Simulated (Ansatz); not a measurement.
Gas-phase electronic energies from Ansatz, PBE0-D4/def2-TZVP geometries. CCSD(T)/CBS is the MP2 limit (def2-TZVPP, def2-QZVPP) plus CCSD(T) − MP2 in def2-TZVPP, frozen cores. This one scheme is used for every species. Functionals use def2-TZVPP. B3LYP here is the variant with VWN-RPA as its local correlation; programs differ in this. For Ge, Se outer-core shells are correlated without core-valence functions, which leaves a few kJ/mol of doubt a bond. Scalar relativity is left out up to krypton. One conformer a species, not always the lowest.

Consider the substitution at a C–N bond: `C/N=C\F` + `[OH][GeH2][SeH]` → `C[O][GeH2][SeH]` + `N=CF`.

`C/N=C\F`:

Z-matrix (Å, degrees):
```
C
N 1 1.443
H 1 1.093 2 114.5
H 1 1.092 2 108.4 3 122.1
H 1 1.092 2 108.4 3 -122.2
C 2 1.239 1 121.5 3 -1.3
F 6 1.349 2 125.3 1 0.0
H 6 1.086 2 124.0 1 -180.0
```

`[OH][GeH2][SeH]`:

Cartesian coordinates in Å:
```
O 1.215 -0.425 -0.973
Ge 0.179 0.592 0.052
Se -1.803 -0.538 0.625
H 0.725 -0.834 -1.690
H 1.051 0.896 1.271
H -0.289 1.848 -0.703
H -1.079 -1.540 1.418
```

`C[O][GeH2][SeH]`:

```xyz
10

C     0.882   -0.852   -1.035
O    -0.457   -0.731   -0.615
Ge   -0.800    0.034    0.948
Se    0.013    2.242    1.013
H     0.882   -1.332   -2.017
H     1.370    0.126   -1.127
H     1.473   -1.472   -0.349
H    -0.045   -0.702    2.069
H    -2.325   -0.020    1.062
H    -0.993    2.707    0.050
```

`N=CF`:

```xyz
5

N    -0.342   -0.247   -0.857
C     0.036   -0.069    0.313
F    -0.245   -0.970    1.247
H    -0.050    0.526   -1.448
H     0.601    0.759    0.745
```

**Question.** Is it downhill or uphill in electronic energy at CCSD(T)/CBS, and by how much? (Best estimate.)

**Answer.** Ansatz gave: Uphill: ΔE = +33.4 kJ/mol.

**Question.** What do these levels give: PBE-D4, B3LYP-D4, SCS-MP2/def2-TZVPP, HF/def2-QZVPP, SCS-MP2/def2-QZVPP, MP2/CBS(def2)? (Estimate.)

**Answer.** Ansatz gave: PBE-D4 35.3, B3LYP-D4 31.4, SCS-MP2/def2-TZVPP 33.1, HF/def2-QZVPP 28.0, SCS-MP2/def2-QZVPP 34.0, MP2/CBS(def2) 36.6 kJ/mol.

Largest T1 diagnostic among the species: 0.013.

In def2-TZVPP, CCSD(T) changes the Hartree–Fock value by +3.6 kJ/mol (the triples alone add +0.4 kJ/mol) and MP2 by +6.8 kJ/mol. The D4 term adds −3.2 kJ/mol with B3LYP and −1.9 kJ/mol with PBE0; it sums over pairs of atoms, weighted by their polarisabilities, and B3LYP, whose exchange is more repulsive, gets the larger term.
